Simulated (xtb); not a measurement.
B2Cl4, charge +1, doublet, from a rough starting geometry (a state made from the parent by changing its charge; the spin is typed, not shown lowest); xtb with GFN2-xTB.

Input for xtb:
```
$ xtb mol.xyz --gfn 2 --chrg 1 --uhf 1 --opt vtight --json

# file mol.xyz
6

Cl    -1.64855258    -1.40454991     0.63935645
B     -0.83489094    -0.08730784    -0.03375667
Cl    -1.81303683     1.07185373    -0.93070163
B      0.85218908     0.09320297     0.01403120
Cl     1.89779280    -1.06331295    -0.61396294
Cl     1.55324383     1.33613837     0.91923122
```

Question: Predict the main parts of the log of this xtb run.

Answer: 
```
   ID    Z sym.   atoms
    1   17 Cl     1, 3, 5, 6
    2    5 B      2, 4

           -------------------------------------------------
          |                Calculation Setup                |
           -------------------------------------------------

           -------------------------------------------------
          |                 G F N 2 - x T B                 |
           -------------------------------------------------

          ...................................................
          :                      SETUP                      :
          :.................................................:
          :  # basis functions                  48          :
          :  # atomic orbitals                  44          :
          :  # shells                           16          :
          :  # electrons                        33          :
          :  max. iterations                   250          :
          :  Hamiltonian                  GFN2-xTB          :
          :  restarted?                      false          :
          :  GBSA solvation                  false          :
          :  PC potential                    false          :
          :  electronic temp.          300.0000000     K    :
          :  accuracy                    1.0000000          :
          :  -> integral cutoff          0.2500000E+02      :
          :  -> integral neglect         0.1000000E-07      :
          :  -> SCF convergence          0.1000000E-05 Eh   :
          :  -> wf. convergence          0.1000000E-03 e    :
          :  Broyden damping             0.4000000          :
          :  net charge                          1          :
          :  unpaired electrons                  1          :
          ...................................................

 iter      E             dE          RMSdq      gap      omega  full diag
   1    -20.2759384 -0.202759E+02  0.104E+01    2.54       0.0  T
   2    -20.2879705 -0.120321E-01  0.607E+00    2.55       1.0  T
   3    -20.2877528  0.217689E-03  0.144E+00    2.65       1.0  T
   4    -20.2966112 -0.885834E-02  0.685E-01    2.79       1.0  T
   5    -20.2970628 -0.451603E-03  0.345E-01    2.74       1.0  T
   6    -20.2965134  0.549379E-03  0.273E-01    2.78       1.0  T
   7    -20.2970890 -0.575564E-03  0.819E-02    2.74       1.0  T
   8    -20.2970984 -0.947602E-05  0.683E-02    2.75       1.0  T
   9    -20.2971169 -0.184858E-04  0.336E-02    2.75       1.2  T
  10    -20.2971236 -0.663007E-05  0.126E-02    2.75       3.3  T
  11    -20.2971229  0.663946E-06  0.139E-02    2.74       2.9  T
  12    -20.2971240 -0.112282E-05  0.583E-03    2.75       7.0  T
  13    -20.2971237  0.315070E-06  0.747E-03    2.75       5.5  T
  14    -20.2971241 -0.361693E-06  0.408E-03    2.75      10.0  T
  15    -20.2971242 -0.134628E-06  0.958E-04    2.75      42.6  T
  16    -20.2971242 -0.364683E-08  0.333E-04    2.75     122.6  T

   *** convergence criteria satisfied after 16 iterations ***

         :::::::::::::::::::::::::::::::::::::::::::::::::::::
         ::                     SUMMARY                     ::
         :::::::::::::::::::::::::::::::::::::::::::::::::::::
         :: total energy             -20.259064744855 Eh    ::
         :: gradient norm              0.055373837624 Eh/a0 ::
         :: HOMO-LUMO gap              2.746072474864 eV    ::
         ::.................................................::
         :: SCC energy               -20.297119000454 Eh    ::
         :: -> isotropic ES            0.147436648404 Eh    ::
         :: -> anisotropic ES         -0.005747942752 Eh    ::
         :: -> anisotropic XC         -0.003274557351 Eh    ::
         :: -> dispersion             -0.005941883537 Eh    ::
         :: repulsion energy           0.038054255599 Eh    ::
         :: add. restraining           0.000000000000 Eh    ::
         :: total charge               1.000000000001 e     ::
         :::::::::::::::::::::::::::::::::::::::::::::::::::::

      -----------------------------------------------------------
     |                   =====================                   |
     |                        A N C O P T                        |
     |                   =====================                   |
     |               Approximate Normal Coordinate               |
     |                Rational Function Optimizer                |
      -----------------------------------------------------------
      -----------------------------------------------------------
     |                   =====================                   |
     |                        A N C O P T                        |
     |                   =====================                   |
     |               Approximate Normal Coordinate               |
     |                Rational Function Optimizer                |
      -----------------------------------------------------------

          ...................................................
          :                      SETUP                      :
          :.................................................:
          :   optimization level         verytight          :
          :   max. optcycles                   200          :
          :   ANC micro-cycles                  20          :
          :   degrees of freedom                12          :
          :.................................................:
          :   RF solver                   davidson          :
          :   write xtbopt.log                true          :
          :   linear?                        false          :
          :   energy convergence         0.1000000E-06 Eh   :
          :   grad. convergence          0.2000000E-03 Eh/α :
          :   maxmium RF displ.          1.0000000          :
          :   Hlow (freq-cutoff)         0.1000000E-01      :
          :   Hmax (freq-cutoff)         5.0000000          :
[...]
 * total energy  :   -20.2694334 Eh     change       -0.3590908E-03 Eh
 * total energy  :   -20.2695275 Eh     change       -0.9408819E-04 Eh
 * total energy  :   -20.2696219 Eh     change       -0.9439048E-04 Eh
 * total energy  :   -20.2696706 Eh     change       -0.4869824E-04 Eh
 * total energy  :   -20.2697205 Eh     change       -0.4990204E-04 Eh
 * total energy  :   -20.2697530 Eh     change       -0.3249909E-04 Eh
 * total energy  :   -20.2697940 Eh     change       -0.4099547E-04 Eh
 * total energy  :   -20.2698031 Eh     change       -0.9117803E-05 Eh
 * total energy  :   -20.2697985 Eh     change        0.4561815E-05 Eh
 * total energy  :   -20.2698094 Eh     change       -0.1083322E-04 Eh
 * total energy  :   -20.2698105 Eh     change       -0.1067908E-05 Eh
 * total energy  :   -20.2698110 Eh     change       -0.5698353E-06 Eh
 * total energy  :   -20.2698111 Eh     change       -0.5465451E-07 Eh
   *** GEOMETRY OPTIMIZATION CONVERGED AFTER 18 ITERATIONS ***
[...]
   2    -20.3124441 -0.181331E-10  0.124E-04    3.02     328.7  T
   3    -20.3124441 -0.288303E-10  0.874E-05    3.02     467.2  T

   *** convergence criteria satisfied after 3 iterations ***

         :::::::::::::::::::::::::::::::::::::::::::::::::::::
         ::                     SUMMARY                     ::
         :::::::::::::::::::::::::::::::::::::::::::::::::::::
         :: total energy             -20.269811075093 Eh    ::
         :: gradient norm              0.000127719486 Eh/a0 ::
         :: HOMO-LUMO gap              3.023130404308 eV    ::
         ::.................................................::
         :: SCC energy               -20.312438479813 Eh    ::
         :: -> isotropic ES            0.148693007300 Eh    ::
         :: -> anisotropic ES         -0.006002472183 Eh    ::
         :: -> anisotropic XC         -0.002889518067 Eh    ::
         :: -> dispersion             -0.006189584373 Eh    ::
         :: repulsion energy           0.042627404720 Eh    ::
         :: add. restraining           0.000000000000 Eh    ::
         :: total charge               1.000000000001 e     ::
         :::::::::::::::::::::::::::::::::::::::::::::::::::::

           -------------------------------------------------
          |                Property Printout                |
           -------------------------------------------------

    * Orbital Energies and Occupations

         #    Occupation            Energy/Eh            Energy/eV
      -------------------------------------------------------------
         1        2.0000           -1.2415722             -33.7849
       ...           ...                  ...                  ...
         5        2.0000           -0.7672287             -20.8774
         6        2.0000           -0.7326445             -19.9363
         7        2.0000           -0.7070059             -19.2386
         8        2.0000           -0.7018821             -19.0992
         9        2.0000           -0.7018730             -19.0989
        10        2.0000           -0.6814803             -18.5440
        11        2.0000           -0.6814691             -18.5437
        12        2.0000           -0.6539155             -17.7939
        13        2.0000           -0.6394976             -17.4016
        14        2.0000           -0.6385088             -17.3747
        15        2.0000           -0.6333748             -17.2350
        16        2.0000           -0.6333504             -17.2343
        17        1.0000           -0.5804045             -15.7936 (HOMO)
        18                         -0.4693065             -12.7705 (LUMO)
        19                         -0.4692521             -12.7690
        20                         -0.2633723              -7.1667
        21                         -0.2575258              -7.0076
        22                         -0.2427186              -6.6047
        23                         -0.2329027              -6.3376
        24                         -0.2328955              -6.3374
        25                         -0.1941184              -5.2822
        26                         -0.1940691              -5.2809
        27                         -0.1936695              -5.2700
        28                         -0.1936535              -5.2696
       ...                                ...                  ...
        44                          0.3084874               8.3944
      -------------------------------------------------------------
                  HL-Gap            0.1110980 Eh            3.0231 eV
             Fermi-level           -0.5657105 Eh          -15.3938 eV

     #   Z          covCN         q      C6AA      α(0)
     1  17 Cl       0.888     0.092    96.440    15.024
     2   5 B        2.468     0.315    19.215     7.774
     3  17 Cl       0.888     0.092    96.438    15.024
     4   5 B        2.468     0.315    19.215     7.774
     5  17 Cl       0.888     0.092    96.437    15.024
     6  17 Cl       0.888     0.092    96.444    15.024

 Mol. C6AA /au·bohr⁶  :       2303.844374
 Mol. C8AA /au·bohr⁸  :      95330.985212
 Mol. α(0) /au        :         75.642485

Wiberg/Mayer (AO) data.
largest (>0.10) Wiberg bond orders for each atom

 ---------------------------------------------------------------------------
     #   Z sym  total        # sym  WBO       # sym  WBO       # sym  WBO
 ---------------------------------------------------------------------------
     1  17 Cl   1.657 --     2 B    1.356     3 Cl   0.151
     2   5 B    3.456 --     3 Cl   1.356     1 Cl   1.356     4 B    0.674
     3  17 Cl   1.657 --     2 B    1.356     1 Cl   0.151
     4   5 B    3.456 --     5 Cl   1.356     6 Cl   1.356     2 B    0.674
     5  17 Cl   1.657 --     4 B    1.356     6 Cl   0.151
     6  17 Cl   1.656 --     4 B    1.356     5 Cl   0.151
 ---------------------------------------------------------------------------

Topologies differ in total number of bonds
Writing topology from bond orders to xtbtopo.mol

molecular dipole:
                 x           y           z       tot (Debye)
 q only:        0.002      -0.018      -0.003
   full:        0.002      -0.017      -0.002       0.044
molecular quadrupole (traceless):
                xx          xy          yy          xz          yz          zz
 q only:        3.961       0.555      -1.970       0.449       0.041      -1.991
  q+dip:        6.979       0.982      -3.470       0.794       0.073      -3.508
   full:        6.130       0.863      -3.049       0.697       0.064      -3.081

optimized geometry written to: xtbopt.xyz

           -------------------------------------------------
          | TOTAL ENERGY              -20.269811075093 Eh   |
          | GRADIENT NORM               0.000127719486 Eh/α |
          | HOMO-LUMO GAP               3.023130404308 eV   |
           -------------------------------------------------

normal termination of xtb
```
